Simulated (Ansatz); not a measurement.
The cluster Ti2Te3. Total charge 0; triplet. Geometry PBE-D4/def2-SVP; atoms count from 1.

```csv
atom,x (Å),y (Å),z (Å)
Ti1,-0.1606,-0.9008,0.7517
Ti2,0.0819,0.9198,-0.7414
Te3,2.3062,-0.4554,-0.1808
Te4,-1.4877,-1.0710,-1.5475
Te5,-0.7397,1.5075,1.7180
```

In the def2 sets Te takes a core potential; there is no spin–orbit coupling. At PBE0-D4/def2-TZVP a broken-symmetry singlet of charge 0 lies 0.69 eV below the triplet, each at its own geometry. The structure comes from a short search, and lower isomers may exist.

Problem. Estimate the Mulliken populations from the PBE0/def2-TZVP orbitals of Ansatz.

Solution. 
| atom | charge (e) | spin (α − β) | d electrons |
| --- | --- | --- | --- |
| Ti1 | 0.46 | 1.04 | 2.58 |
| Ti2 | 0.51 | 1.38 | 2.60 |
| Te3 | -0.29 | -0.18 | – |
| Te4 | -0.34 | -0.12 | – |
| Te5 | -0.34 | -0.11 | – |
Mulliken values and Mayer orders depend strongly on the basis.

Problem. Where does the spin sit?

Solution. Summed by element: Ti 2.42, Te -0.42, of 2 unpaired in all. Largest on single atoms: Ti2 1.38, Ti1 1.04, Te3 -0.18.

Problem. And the Mayer bond orders between bonded heavy atoms (over 0.3)?

Solution. Ti1–Ti2 1.08 (2.37 Å); Ti1–Te3 1.23 (2.67 Å); Ti1–Te4 1.16 (2.66 Å); Ti1–Te5 1.16 (2.66 Å); Ti2–Te3 1.05 (2.67 Å); Ti2–Te4 1.07 (2.66 Å); Ti2–Te5 1.07 (2.66 Å).
